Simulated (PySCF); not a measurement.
Cl3H3OSi2, SMILES Cl[SiH2]O[SiH](Cl)Cl.

Geometry: B3LYP-D3(BJ)/def2-SVP. The structure was generated by enumeration, and PubChem lists no compound with its InChIKey, so it may never have been made. One conformer was computed; it need not be the lowest.

Two levels are set side by side: TDDFT-PBE/def2-SVPD (PySCF) and TDDFT-ωB97X/def2-SVPD (PySCF). Vertical, same geometry. The lowest singlet is HOMO→LUMO 98 % with PBE and HOMO→LUMO+1 52 %, HOMO→LUMO 16 %, HOMO→LUMO+2 13 % with the other functional; states are paired by order. Differences are taken from unrounded values.

```tsv
quantity	TDDFT-ωB97X
lowest singlet excitation (eV)	8.07
lowest triplet excitation (TDA) (eV)	7.67
```

### Question
What does TDDFT-PBE give, and how far is it from TDDFT-ωB97X? (An estimate is asked for; the answer gives what the named calculation found.)

### Answer

```
quantity                              TDDFT-PBE  TDDFT-PBE minus TDDFT-ωB97X
------------------------------------  ---------  ---------------------------
lowest singlet excitation (eV)             6.71                        -1.36
lowest triplet excitation (TDA) (eV)       6.58                        -1.09
```

A lower first singlet is the usual sign of a functional without exact exchange. Differences between two approximate levels are no errors against the true value.

Rough cost on one machine, each run with all the roots and properties that it gave: TDDFT-ωB97X against TDDFT-PBE about 10 times.
